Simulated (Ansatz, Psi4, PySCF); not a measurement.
C3H9B, triplet, at a GFN2-xTB geometry (a higher spin typed on purpose: for a closed-shell molecule this is an excited state). Base run: CAMB3LYP/6-31G* (PySCF).

Here is a job for PySCF.
```python
from pyscf import gto, scf, dft

mol = gto.M(
    atom='''
B     0.05650358    0.39417268    0.34215853
C     1.41954857   -0.13518450   -0.48372115
H     1.23896787   -1.03247355   -1.07187377
H     2.08937162   -0.36474791    0.33933365
H     1.85126810    0.63004949   -1.11693327
C    -0.56583753   -0.64972355    1.37286759
H    -0.79811715   -1.61888125    0.91410609
H    -1.49285218   -0.28887489    1.82201511
H     0.10206547   -0.85538698    2.21126460
C    -0.85670585    0.67333727   -1.03925510
H    -1.79304235    1.01427906   -0.60819344
H    -1.02816575   -0.22719148   -1.62518173
H    -0.43404466    1.44178876   -1.67467795
''',
    basis='6-31g*',
    spin=2,
    verbose=4,
)

mf = dft.UKS(mol)
mf.xc = 'camb3lyp'
mf.kernel()
```

The same geometry, method and basis name were run in Ansatz (a quantum-chemistry and plane-wave program) and Psi4 and PySCF, at each program's defaults and at the settings that a row names. The base is PySCF at its defaults. Differences at the defaults can come from grids, fitting, cores and function types together.

```csv
code and settings,ΔE vs base (µEh),basis functions,E (Eh),SCF cycles,dipole (D)
"PySCF, defaults (exact integrals, its default grid, spherical functions)",0.0,74,-144.32171,11,1.66
"Psi4, defaults (density fitting with its default set, its default grid, Cartesian functions)",-2568,78,-144.32428,9,1.66
"Ansatz, defaults (factorised integrals, its default grid, Cartesian functions)",-2496,78,-144.32421,-,-
"PySCF, density fitting with def2-universal-jkfit",-70.1,74,-144.32178,11,1.66
"PySCF, fine grid",5.5,74,-144.32171,11,1.66
"Psi4, exact integrals, spherical functions, fine grid",5.1,74,-144.32171,12,1.66
"Ansatz, high accuracy, Cartesian functions as the basis file defines them",-2493,78,-144.32420,-,-
```

Open shells are given as the SCF converged; they aren't shown to be the lowest states, and a large step between rows can be another state.
